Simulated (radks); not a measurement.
Values are calculated unless marked as measured or tabulated.
Q: The helium ion He+, configuration 1s1 (the NIST ground configuration). Code: a radial shooting solver on a logarithmic mesh with Libxc functionals. Model: Dirac Kohn-Sham, LDA (Slater exchange, Perdew-Wang correlation), spin-unpolarised, spherical densities, point nucleus. Some entries of the table are withheld. Estimate them.

orbital  occ.  eigenvalue (hartree)  <r^2> (bohr^2)
1s1/2       1              -1.41077          0.8520
2s1/2       0                   (1)             (2)
2p1/2       0              -0.17967             (3)
2p3/2       0              -0.17966             (4)

A: 
(1) 2s1/2 eigenvalue (hartree): -0.20824
(2) 2s1/2 <r^2> (bohr^2): 17.00
(3) 2p1/2 <r^2> (bohr^2): 14.61
(4) 2p3/2 <r^2> (bohr^2): 14.61
